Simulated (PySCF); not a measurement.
C2H4AlBr. Atoms are numbered in the order given.

```xyz
8

Al    -0.6412     0.6426     0.0000
H     -2.2006     0.8782     0.0000
Br     0.1284    -1.4916     0.0000
C      0.6070     2.1256     0.0000
C      0.1397     3.3908     0.0000
H      1.6976     1.9921     0.0000
H      0.7987     4.2687     0.0000
H     -0.9351     3.6153     0.0000
```
Charge 0, spin multiplicity 1.

Coordinates come from a TPSSh-D3(BJ)/def2-SVP optimisation. The structure was generated by enumeration; whether it is a known compound was not checked. The values are those of a single conformer.

All values below come from PySCF with PBE/def2-TZVP.

Symmetry labels are those of the subgroup Cs that the program uses (full group Cs).

Problem. List the valence orbital energies around the gap with their symmetry. (An estimate is asked for; the answer gives what the named calculation found.)

Solution. 
```csv
orbital,symmetry,energy (eV)
HOMO−7,A',-11.56
HOMO−6,A',-10.38
HOMO−5,A',-9.56
HOMO−4,A',-8.06
HOMO−3,A',-7.56
HOMO−2,A",-7.52
HOMO−1,A",-7.18
HOMO,A',-6.84
LUMO,A",-2.56
LUMO+1,A",-0.84
LUMO+2,A',-0.69
LUMO+3,A',0.17
```
